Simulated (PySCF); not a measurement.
# Correlation energy of Be (beryllium, neutral)

[He] 2s1 3s1, high-spin 3S determinant (an excited configuration). Computed with PySCF 2.14 in aug-cc-pCVQZ (9s8p6d4f2g, 109 functions), with the non-relativistic Hamiltonian (point nucleus). Frozen: nothing; 4 electrons correlated.

MP2 pair energies summed by pair of shells (mhartree):

```tsv
pair	energy	share (%)
1s-1s	-38.89	87.0
1s-2s	-3.57	8.0
2s-3s	-1.97	4.4
1s-3s	-0.27	0.6
```

Total MP2 correlation energy: -44.69 mhartree.

Same-spin part -2.95 and opposite-spin part -41.74 mhartree; SCS-MP2 scales them by 1/3 and 6/5 to -51.07 mhartree.
